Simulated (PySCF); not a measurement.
Compound: C7H9BrSi.
Bonds: Si1–C2, C2–C3, C3–C4 (aromatic), C4–C5 (aromatic), C5–C6 (aromatic), C6–Br7, C6–C8 (aromatic), C8–C9 (aromatic), C3–C9 (aromatic). Hydrogens: H10, H11, H12 on Si1; H13, H14 on C2; H15 on C4; H16 on C5; H17 on C8; H18 on C9.

Method used: PBE0-D3(BJ)/def2-SVP geometry optimisation, gas phase (PySCF 2.14.0).

(1) List the bond lengths, angles and torsions at this level.

Answers

(1) 
| bond | length (Å) | order |
| --- | --- | --- |
| Si1–C2 | 1.897 | single |
| C2–C3 | 1.500 | single |
| C3–C4, C3–C9 | 1.401 | aromatic |
| C4–C5, C8–C9 | 1.392 | aromatic |
| C5–C6, C6–C8 | 1.393 | aromatic |
| C6–Br7 | 1.888 | single |
| Si1–H10, Si1–H11, Si1–H12 | 1.495 | single |
| C2–H13, C2–H14 | 1.102 | single |
| C4–H15, C9–H18 | 1.093 | single |
| C5–H16, C8–H17 | 1.091 | single |

Bonds in one row agree within 0.01 Å and their mean is given. Orders are formal, as drawn. A selection of angles:
| angle | degrees |
| --- | --- |
| Si1–C2–C3 | 111.6 |
| C2–C3–C4 | 121.0 |
| C4–C3–C9 | 117.9 |
| C3–C4–C5 | 121.4 |
| C4–C5–C6 | 119.4 |
| C5–C6–Br7 | 119.8 |
| C5–C6–C8 | 120.5 |

Dihedral angles: Si1–C2–C3–C4 -89° (synclinal).

The 6-membered ring C3–C4–C5–C6–C8–C9 has internal angles of 117.9° to 121.5°; it is planar, 0.00 Å rms from its mean plane, widest ring torsion 0°. Si1 (SiH3 silicon) is tetrahedral (angles from 109.0° to 110.3°). Of the pairs four or more bonds apart, H14···H15 is among the closest relative to their van der Waals radii: 2.49 Å, 104 % of the sum of Bondi's values. The 7 C–C bonds span 1.392 Å (C4–C5, aromatic) to 1.500 Å (C2–C3, drawn single), a spread of 0.108 Å.

Point group: Cs (tolerance 0.08 Å). PBE0-D3(BJ)/def2-SVP frequencies: not computed here. The numbers are those of one conformer.

Cost: about 4 min of CPU time on one thread; the machine was shared, so the figure is rough. This is the geometry optimisation.
